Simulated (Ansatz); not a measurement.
Start from `C/C=C/CF` and change one atom or group to get `B/C=C/C`.

Ansatz, PBE0-D4/def2-TZVP geometries, multiplicity 1. Each molecule was computed in one conformer, which needn't be the lowest.

```
                                                                                  property  `C/C=C/CF`
                                                       HOMO energy (B3LYP/def2-TZVPP) / eV       -6.99
                                            size of the dipole moment (PBE/def2-TZVPP) / D        1.53
                                                        HOMO energy (PBE0/def2-TZVPP) / eV       -7.19
                                                     HOMO–LUMO gap (B3LYP/def2-TZVPP) / eV        7.22
                                                       HOMO–LUMO gap (PBE/def2-TZVPP) / eV        5.50
ideal-gas entropy at 298 K and 1 bar (rigid rotor, harmonic PBE0-D4/def2-TZVP) / J/(mol·K)         317
```

Q: What does the change do to each property? (An estimate is asked.)

A: Computed: 
```tsv
property	`B/C=C/C`	shift
HOMO energy (B3LYP/def2-TZVPP) / eV	-7.76	-0.77
size of the dipole moment (PBE/def2-TZVPP) / D	2.33	0.80
HOMO energy (PBE0/def2-TZVPP) / eV	-7.98	-0.79
HOMO–LUMO gap (B3LYP/def2-TZVPP) / eV	5.77	-1.45
HOMO–LUMO gap (PBE/def2-TZVPP) / eV	4.21	-1.29
ideal-gas entropy at 298 K and 1 bar (rigid rotor, harmonic PBE0-D4/def2-TZVP) / J/(mol·K)	298	-19
```

With PBE0 the HOMO falls by 0.79 eV and the LUMO falls by 2.27 eV, so the gap narrows by about 1.48 eV. PBE moves the HOMO by -0.92 eV and ωB97M-V by -0.74 eV. The zero-point energy changes by -27.0 kJ/mol with -3 modes. Dipoles are sizes alone; their direction can turn.

B3LYP here is the variant with VWN-RPA as its local correlation; programs differ in this.
